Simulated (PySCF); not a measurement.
CH3FO2Si, SMILES F[SiH2]OC=O. Atoms are numbered in the order given.

```xyz
8

O     -0.6535     2.0210     0.0000
C      0.4898     1.6520     0.0000
O      0.8425     0.3723     0.0000
Si    -0.4475    -0.7536     0.0000
F      0.3208    -2.1726     0.0000
H      1.3708     2.3256     0.0000
H     -1.2227    -0.6400     1.2534
H     -1.2227    -0.6400    -1.2534
```
Charge 0, spin multiplicity 1.

Coordinates come from a PBE0-D3(BJ)/def2-SVP optimisation. This is a generated structure with no PubChem entry under its InChIKey; it may be hypothetical. Other conformers were not sampled.

Calculation: PBE/def2-TZVP (PySCF).

Symmetry labels are those of the subgroup Cs that the program uses (full group Cs).

Computed valence orbital energies around the gap with their symmetry:
```tsv
orbital	symmetry	energy (eV)
HOMO−7	A"	-11.86
HOMO−6	A'	-11.14
HOMO−5	A"	-10.79
HOMO−4	A'	-10.34
HOMO−3	A'	-9.06
HOMO−2	A"	-8.88
HOMO−1	A"	-8.22
HOMO	A'	-7.15
LUMO	A"	-1.74
LUMO+1	A'	-0.55
LUMO+2	A'	-0.37
LUMO+3	A'	0.77
```
